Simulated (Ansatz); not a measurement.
Reaction (ligand exchange at the Hf–Br bond): `[F][Hf]([F])([F])[Br]` + HI → `[F][Hf]([F])([F])[I]` + HBr

Computed with Ansatz on PBE0-D4/def2-TZVP structures; ΔE is electronic, products minus reactants. CCSD(T)/CBS is the MP2 limit (def2-TZVPP, def2-QZVPP) plus CCSD(T) − MP2 in def2-TZVPP, frozen cores. Functionals use def2-TZVPP. Elements past krypton have def2 core potentials. For Br, Hf, I outer-core shells are correlated without core-valence functions, which leaves a few kJ/mol of doubt a bond. Scalar relativity is left out up to krypton.

```
         level  ΔE (kJ/mol)
       BLYP-D4         14.7
  MP2/def2-SVP         15.8
 HF/def2-TZVPP         15.6
MP2/def2-TZVPP          7.7
```

Task: What does CCSD(T)/CBS give? (Estimate.)

Result: The calculation gave: +11.7 kJ/mol. The listed levels differ from it by 3.0, 4.1, 3.9, -4.0 kJ/mol.

Largest T1 diagnostic among the species: 0.015.

In def2-TZVPP, CCSD(T) changes the Hartree–Fock value by −3.2 kJ/mol (the triples alone add −1.4 kJ/mol) and MP2 by −7.9 kJ/mol. Leaving LDA and LC-ωPBE aside and taking each functional with its dispersion term where it has one, the values, not all of them listed here, spread over 7.4 kJ/mol, from PBE-QIDH to B97M-V.
